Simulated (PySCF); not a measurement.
C8H7S (doublet state).
SMILES with atom numbers: `[CH2:1]/[CH:2]=[CH:3]\[C:4](=[C:5]=[S:6])[C:7]#[C:8][CH3:9]` (hydrogens: H10, H11 on C1; H12 on C2; H13 on C3; H14, H15, H16 on C9)

Geometry (GFN2-xTB, Å), atoms numbered from 1 in this order:
```
atom  x, y, z in Å
C1     3.2641   -0.6058    0.1615
C2     2.3242   -1.2030   -0.5973
C3     0.9494   -0.8952   -0.6092
C4     0.3315    0.1009    0.1585
C5     0.8595    0.9620    1.0419
S6     1.2124    2.0564    2.0913
C7    -1.0769    0.3094    0.0488
C8    -2.2617    0.4986   -0.0308
C9    -3.6861    0.6985   -0.1546
H10    3.0105    0.1852    0.8465
H11    4.2985   -0.8943    0.1151
H12    2.6279   -1.9975   -1.2681
H13    0.2984   -1.4609   -1.2580
H14   -4.2164    0.0554    0.5477
H15   -4.0120    0.4611   -1.1669
H16   -3.9309    1.7382    0.0620
```

The hyperfine couplings belong to this conformer and change with its torsions.

Level of theory: PySCF, UKS B3LYP, pcH-1 on C H S, non-relativistic, mean-field spin-orbit, GIAO. The structure is a single GFN2-xTB conformer in the gas phase; no vibrational or solvent corrections. The geometry wasn't refined by DFT: couplings that depend on bond lengths, twists or pyramidal angles can differ widely from those at the functional's own minimum. The SCF solution wasn't tested for stability. ⟨S²⟩ is 0.784 where a pure state has 0.75.

Largest spin populations (Mulliken): C3 (+0.55), C1 (+0.45), C5 (+0.27) and C2 (-0.21). Four atoms exceed +0.15. The positive populations add up to 1.48 and the negative ones to -0.48, together 2S = 1. The angles at C3 add up to 360.0°, so it is planar.

Task: Test a(H) = Q·ρ(C) for the protons on planar carbons with a spin population beyond ±0.08.

Result: 
```csv
H,C,ρ(C),a(H) (G),a/ρ (G)
H10,C1,+0.455,-9.57,-21.0
H11,C1,+0.455,-9.96,-21.9
H12,C2,-0.206,+3.38,-16.4
H13,C3,+0.546,-12.70,-23.3
```

A least-squares line through the origin gives Q = -21.9 G with Mulliken populations. In every row coupling and population have opposite signs. Where ρ is negative the coupling is positive.

Task: Leave H13 and its like out of the fit. How well does the relation then predict its coupling?

Result: The other protons give Q = -21.0 G, so a = -21.0 × 0.546 ≈ -11.46 G, against the computed -12.70 G.

Couplings in gauss use g_iso = 1.9960.
